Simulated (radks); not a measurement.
The thallium ion Tl2+ inside a hard spherical wall (all orbitals vanish at R), configuration held at [Xe] 4f14 5d10 6s1 and not refilled when levels cross. All-electron calculation, scalar-relativistic Kohn-Sham, PBEsol, spin-polarised, spherical densities, finite nucleus; open shells are filled with parallel spins first (spin-orbit coupling, left out, can overturn this in heavy ions); Fermi nuclear charge, rms radius 5.4759 fm. Program: a radial shooting solver on a logarithmic mesh with Libxc functionals. Eigenvalues in eV for spin up, with the zero of energy where the potential of the charges vanishes at infinity; a dash marks a level that is unbound or too diffuse for the functional's potential to be trusted. A positive occupied level is held by the wall or, in an anion where self-interaction has pushed it up, behind a barrier. The pressure on the wall is -dE/dV.

| R (bohr) | E (hartree) | kinetic (hartree) | e(4f) | e(5p) | e(5d) | e(6s) | e(6p, empty) | e(7s, empty) | pressure (GPa) |
|---|---|---|---|---|---|---|---|---|---|
| free | -20234.2778 | 22773.647 | -132.01 | -94.059 | -33.351 | -25.875 | -16.386 | - | 0 |
| 20 | -20234.2778 | 22773.647 | -132.01 | -94.059 | -33.351 | -25.875 | -16.386 | - | < 0.0001 |
| 12 | -20234.2778 | 22773.647 | -132.01 | -94.059 | -33.351 | -25.875 | -16.386 | - | < 0.0001 |
| 10 | -20234.2778 | 22773.647 | -132.01 | -94.059 | -33.351 | -25.875 | -16.386 | -8.676 | < 0.0001 |
| 7 | -20234.2777 | 22773.649 | -132.01 | -94.054 | -33.346 | -25.869 | -16.336 | -7.102 | 0.0113 |
| 6 | -20234.2768 | 22773.661 | -131.98 | -94.023 | -33.318 | -25.829 | -16.141 | -4.620 | 0.146 |
| 2 | -20225.3133 | 22815.616 | -88.963 | -58.958 | 7.258 | 63.669 | 103.69 | 303.87 | 14700 |
